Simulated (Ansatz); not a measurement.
Reaction (ligand exchange at a B–C bond): `BCBCl` + `F[SiH2]N[SiH3]` → `BN([SiH3])[SiH2]F` + `CBCl`

Isolated molecules relaxed with PBE0-D4/def2-TZVP in Ansatz; ΔE leaves out vibrations. CCSD(T)/CBS is the MP2 limit (def2-TZVPP, def2-QZVPP) plus CCSD(T) − MP2 in def2-TZVPP, frozen cores. This one scheme is used for every species. One conformer a species, not always the lowest.

| species | CCSD(T)/CBS(def2) energy (Eh) |
| --- | --- |
| `BCBCl` | -550.44841 |
| `F[SiH2]N[SiH3]` | -736.37696 |
| `BN([SiH3])[SiH2]F` | -761.79390 |
| `CBCl` | -525.07110 |

Question: Work out ΔE.

Answer: ΔE = (-761.79390) + (-525.07110) − (-550.44841) − (-736.37696) = -0.03963 Eh = -1.08 eV.

Largest T1 diagnostic among the species: 0.012.

The D4 term adds −0.04 eV with B3LYP and −0.02 eV with PBE0; it sums over pairs of atoms, weighted by their polarisabilities, and B3LYP, whose exchange is more repulsive, gets the larger term. In def2-TZVPP, CCSD(T) changes the Hartree–Fock value by −0.03 eV (the triples alone add −0.01 eV) and MP2 by −0.03 eV.

B3LYP here is the variant with VWN-RPA as its local correlation; programs differ in this.
